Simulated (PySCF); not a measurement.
C$_{3}$H$_{5}$F$_{3}$Si, singlet, at a GFN2-xTB geometry. Base run: HF/6-31G, polarisability (PySCF).

Input for PySCF:
```python
from pyscf import gto, scf
from pyscf.prop import polarizability

mol = gto.Mole()
mol.atom = '''
    C     2.84649063   -0.82232924   -0.64620868
    C     2.01711136   -0.39227195    0.28475137
    C     1.06893364    0.75791433    0.10289704
    Si   -0.72515711    0.19672888    0.06300029
    F    -1.77215019    1.38798786   -0.02711462
    F    -1.09029800   -0.74691877   -1.15846641
    F    -1.17660924   -0.62745858    1.34193694
    H     2.89842020   -0.35972007   -1.61817609
    H     3.50952697   -1.65248011   -0.47668950
    H     1.97752699   -0.87500628    1.25147955
    H     1.31514060    1.28656629   -0.82025629
    H     1.20788766    1.46406256    0.92579670
'''
mol.basis = '6-31g'
mol.verbose = 4
mol.build()

mf = scf.RHF(mol)
mf.kernel()
alpha = mf.Polarizability().polarizability()[2, 2]
print('alpha_zz =', alpha)
```

Each row names what was changed in the base input (with any setting that the change needs).

```tsv
change	alpha_zz (bohr³)	basis functions	core-seconds (rough)
base	42.27	77	1
finite field (a.u.) = 0.02; conv_tol = 1e-11	42.29	77	1
finite field (a.u.) = 0.001; conv_tol = 1e-11	42.27	77	1
basis = STO-3G	26.21	44	0.3
basis = 6-31+G*	48.79	140	9
basis = 6-31G*	[?]	[?]	4
functional = pbe0	43.81	77	10
finite field (a.u.) = 0.05; conv_tol = 1e-11	42.39	77	1
finite field (a.u.) = 0.001; conv_tol = 1e-6	42.26	77	1
finite field (a.u.) = 0.005; conv_tol = 1e-11	42.27	77	1
functional = camb3lyp	43.66	77	30
functional = lda,vwn	[?]	77	9
```

Some entries are withheld; supply them.


- basis = 6-31G*, alpha_zz (bohr³): 44.14
- basis = 6-31G*, basis functions: 112
- functional = lda,vwn, alpha_zz (bohr³): 45.34

Finite-field rows take the second difference of the energy in a field along z; a small field with loose convergence shows SCF noise divided by the square of the field, and a large one adds hyperpolarisability.
